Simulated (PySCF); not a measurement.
A side-by-side comparison of computed properties.

First species: C2H6BCl3S.
InChI=1S/C2H6BCl3S/c1-7(2)3(4,5)6/h1-2H3

Second species: Be(CCH)2, C4H2Be.
SMILES: `C#[C][Be][C]#C`

Levels: wB97X-D/def2-SVPD for dipole moment, HOMO energy, LUMO energy, HOMO–LUMO gap, static isotropic polarisability and electronic spatial extent ⟨r²⟩ about the centre of nuclear charge; TDDFT wB97X-D/def2-SVPD for lowest singlet excitation; PBE0-D3(BJ)/def2-SVP for smallest rotational constant. Geometries: PBE0-D3(BJ)/def2-SVP. Each structure is a single optimised conformer of the isolated species, non-relativistic unless stated. Electronic properties by PySCF.

Dipoles, sizes and rotational constants follow the conformer. The torsions of the flexible species, by atom-mapped SMILES:
- `[CH3:1][S+:2]([CH3:3])[B-:4]([Cl:5])([Cl:6])[Cl:7]`: C1–S2–B4–Cl5 -173°

Values for the first species:

* Dipole moment: 6.26 D
* HOMO energy: -10.01 eV
* LUMO energy: 1.38 eV
* HOMO–LUMO gap: 11.39 eV
* Lowest singlet excitation: 7.24 eV
* Static isotropic polarisability: 100.3 au
* Electronic spatial extent ⟨r²⟩ about the centre of nuclear charge: 1497 bohr²
* Smallest rotational constant: 0.931 GHz

Task: Estimate the same properties for the second species, and the change in each.

Result: 
| property | first | second | second less first |
| --- | --- | --- | --- |
| dipole moment | 6.26 D | 0.00 D | -6.26 D |
| HOMO energy | -10.01 eV | -10.05 eV | -0.04 eV |
| LUMO energy | 1.38 eV | 0.30 eV | -1.08 eV |
| HOMO–LUMO gap | 11.39 eV | 10.35 eV | -1.04 eV |
| lowest singlet excitation | 7.24 eV | 5.24 eV | -2.00 eV |
| static isotropic polarisability | 100.3 au | 58.2 au | -42.1 au |
| electronic spatial extent ⟨r²⟩ about the centre of nuclear charge | 1497 bohr² | 631 bohr² | -866 bohr² |
| smallest rotational constant | 0.931 GHz | 1.738 GHz | +0.807 GHz |

On the first: No computed singlet falls in the visible range (750 to 380 nm, 1.65 to 3.26 eV); S1 lies 3.98 eV above its blue end. The polarisability is 14.86 Å³ as a volume (1 au = 0.148185 Å³), or 1.11 au for each of the 90 electrons.

On the second: No computed singlet falls in the visible range (750 to 380 nm, 1.65 to 3.26 eV); S1 lies 1.98 eV above its blue end. The principal polarisabilities are 40.2, 40.2 and 94.3 au; their mean is the isotropic value.
